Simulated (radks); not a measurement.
Valence configurations of Zr II (all share [Kr]). Calculated with a radial shooting solver on a logarithmic mesh with Libxc functionals: scalar-relativistic Kohn-Sham, PBE, spin-polarised, spherical densities, point nucleus; open shells are filled with parallel spins first (spin-orbit coupling, left out, can overturn this in heavy ions). Energies are relative to 4d2 5s1; eigenvalues in eV for spin up.

valence          E (eV)  moment (Bohr magnetons)    e(4d)   e(5p)    e(5s)
4d2 5s1           0.000                        3  -10.649       -  -10.535
4d2 5p1           3.879                        3  -11.559  -7.238        -
4d1 5s2           1.633                        1  -12.410       -  -11.215
4d1 5p2           8.904                        3  -14.357  -8.613        -
5s1 5p2          10.851                        3        -  -9.433  -13.983
4d3               0.233                        3   -8.820       -        -
4d1 5s1 5p1       4.692                        3  -13.517  -8.105  -12.316
5s2 5p1           7.644                        1        -  -8.640  -13.045
4d2.5 5s0.5       0.031                        3   -9.709       -   -9.948
4d2 5s0.5 5p0.5   1.936                        3  -11.111  -6.956  -10.837

NIST lists [Kr] 4d2 5s1 as the ground configuration; this level of theory agrees among the configurations tried. The energies are those of spherical high-spin densities, not of single terms.
